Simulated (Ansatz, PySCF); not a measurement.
Pair of molecules: HCl (SMILES Cl) (first 2 atoms) with CH2O (SMILES C=O); geometry from B3LYP-D3(BJ)/def2-TZVP, rigid monomers moved along the line of their centres of mass till H2···O4 is 1.67 Å.
(charge 0, multiplicity 1):
```xyz
6

Cl    -0.1523    -0.0562     0.4435
H      0.1496     0.4924     1.5878
C     -0.3437    -0.0150     3.8159
O      0.2746     0.8292     3.2197
H     -0.4087    -0.0057     4.9168
H     -0.8688    -0.8297     3.2880
```

Monomers are frozen at their geometry in the pair; levels with a basis set take the counterpoise correction.

Correlated levels freeze the cores. CBS: X⁻³ extrapolation of the correlation energy, Hartree–Fock from the larger set.

Run with Ansatz (a first-principles code); PySCF for the dispersion terms. Values without a source in brackets are computed.

Q: What interaction energy does B3LYP-D4/def2-TZVPPD give?

A: -230 meV

Q: What interaction energy does CCSD(T)/CBS(aug-cc-pV(D+d)Z, aug-cc-pV(T+d)Z) give?

A: -207 meV

Q: Estimate the interaction energy that HF/aug-cc-pV(T+d)Z returns for this input.

A: -58 meV
